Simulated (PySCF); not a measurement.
```xyz
4
charge 0 multiplicity 4, angstrom
Ru   -0.2848    0.0000    0.0000
O    -1.1965    1.4136    0.0000
O    -1.1965   -1.4136    0.0000
Cl    1.9250    0.0000    0.0000
```

These are results of UPBE0 in PySCF with Ru def2-TZVP with ECP28, O def2-TZVP, Cl def2-TZVP; scalar-relativistic core potentials, no spin–orbit coupling; density-fitted integrals, not measurements.

This geometry of RuO2Cl is a stationary point at this level.

Task: What is the point group?

Result: C2v.

Task: Is it a minimum?

Result: Yes: all harmonic wavenumbers are real.

Task: List the harmonic modes with their infrared intensities.

Result: 
| symmetry | ω (cm⁻¹) | IR (km/mol) | type |
| --- | --- | --- | --- |
| b1 | 124 | 25.1 | bend |
| b2 | 158 | 2.4 | bend |
| a1 | 303 | 2.2 | bend |
| a1 | 444 | 40.8 | mixed |
| b2 | 919 | 117 | stretch |
| a1 | 990 | 50.1 | stretch |

Task: Give the atomic charges and bond orders.

Result: 
```json
{"atom": "Ru1", "Mulliken": "1.34", "Löwdin": "0.46", "polar tensor": "1.46", "spin (Mulliken)": "1.96", "Mayer order to Ru1": "–"}
{"atom": "O2,3", "Mulliken": "-0.50", "Löwdin": "-0.25", "polar tensor": "-0.50", "spin (Mulliken)": "0.49", "Mayer order to Ru1": "1.68"}
{"atom": "Cl4", "Mulliken": "-0.34", "Löwdin": "0.04", "polar tensor": "-0.46", "spin (Mulliken)": "0.07", "Mayer order to Ru1": "0.93"}
```

In C2v the vibrations span b1 + 2b2 + 3a1. Here b1 is antisymmetric to the molecular plane and b2 lies in it.

Only a few start shapes were tried, so a lower isomer may exist. With open d or f shells other occupations or spin states may lie lower. At this level a doublet minimum of C2v symmetry lies 35 kJ/mol below this structure.
